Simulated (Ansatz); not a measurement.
The first iterations of a band of AlF2H + H4Si (9 atoms, charge 0, multiplicity 1).

Level of theory: RKS PBE/6-31G* in Ansatz.

```json
{
 "movable images": "7",
 "climbing image": "yes",
 "spring": "5.0 eV/Å²",
 "optimiser": "quadratic models (default)",
 "start path": "through a guess of the saddle point",
 "force threshold": "0.2 eV/Å",
 "iteration limit": "60",
 "end points": "relaxed"
}
```

First end point:

```xyz
9
Properties=species:S:1:pos:R:3
Al -0.037 0.254 0.152
H 0.482 1.165 1.341
F 1.045 -0.638 -0.771
F -1.558 0.493 -0.490
Si 0.153 -2.748 1.122
H -0.210 -3.232 -0.240
H 1.622 -2.637 1.342
H -0.492 -3.585 2.183
H -0.463 -1.364 1.324
```

Last end point:

```xyz
9
Properties=species:S:1:pos:R:3
Al -0.061 -0.691 -0.260
H 0.281 0.798 1.883
F 1.231 0.340 -0.503
F -1.548 -0.133 -0.773
Si 0.205 -2.918 0.687
H -0.388 -3.965 -0.211
H 1.654 -3.245 0.904
H -0.498 -3.004 2.013
H -0.334 0.524 2.223
```

| iteration | highest image above the first end (eV) | largest band force component (eV/Å) |
| --- | --- | --- |
| 1 | 3.170 | 3.508 |
| 2 | 2.049 | 1.688 |
| 3 | 1.704 | 1.558 |
| 4 | 1.501 | 2.049 |

Question: Does the band converge within its limit, and where does its top end?

Answer: It converged. It ended after 14 iterations with the highest image 1.630 eV above the first end. The threshold of 0.2 eV/Å is loose, so the images may lie well off the minimum-energy path. Neighbouring images differ by up to 1.2 eV, so the band resolves the path poorly. The order of the stationary point at the top wasn't checked. The orbitals stay closed-shell, which can raise the energy where a bond breaks towards radicals; this wasn't checked here.

The run took 4.4 min on 1 thread of Arm Neoverse V2, on a shared host, peak memory 0.14 GiB.
